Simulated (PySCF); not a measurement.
Molecule: SMILES FC(/C=C(\C(=C)Cl)F)=C/F, C6H4ClF3.

Bonds (- single, = double, # triple, : aromatic): C1=C2, C2-Cl3, C2-C4, C4-F5, C4=C6, C6-C7, C7-F8, C7=C9, C9-F10. C1 carries H11, H12; C6 carries H13; C9 carries H14. Stereochemistry as in C=C(Cl)/C(F)=C\C(F)=C/F. H11 is cis to Cl3; H12 is trans to Cl3.

Frames of a GFN2-xTB Langevin trajectory at 300 K; GIAO PBE0/pcSseg-1 shieldings in PySCF 2.14.0 with density-fitted response routines, gas phase, non-relativistic; equivalent atoms averaged within each frame.

Scale: TMS for $^{13}$C (186.93 ppm); $^{35}$Cl (949.78 ppm) against HCl; CFCl3 for $^{19}$F (170.95 ppm) (reference shieldings calculated alike). The references are static minima.

How do the shifts (ppm) fluctuate along the trajectory?

Results:


```csv
time (fs),C4,C7,C2,C9,C1,C6,Cl3,F5,F8,F10
250,178.3,166.3,153.3,150.2,125.4,110.8,304,-71.9,-146.5,-171.3
425,161.8,158.9,149.1,146.6,130.5,107.3,346,-103.2,-155.8,-164.8
625,166.0,153.6,151.5,153.9,126.5,106.8,400,-86.7,-165.2,-180.0
800,164.8,168.0,150.7,153.3,136.0,105.7,378,-46.8,-156.2,-181.1
1000,166.4,151.7,139.4,152.6,135.5,107.3,282,-46.6,-182.3,-170.1
mean of frames,167.5,159.7,148.8,151.3,130.8,107.6,342,-71.0,-161.2,-173.5
standard deviation,6.3,7.3,5.5,3.0,4.9,1.9,49,24.8,13.5,6.9
```

5 frames give an uncertainty of the mean of about the standard deviation over 2.2 at best, since frames this close in time may not be independent; classical motion lacks zero-point vibration, and the reference would need the same averaging.
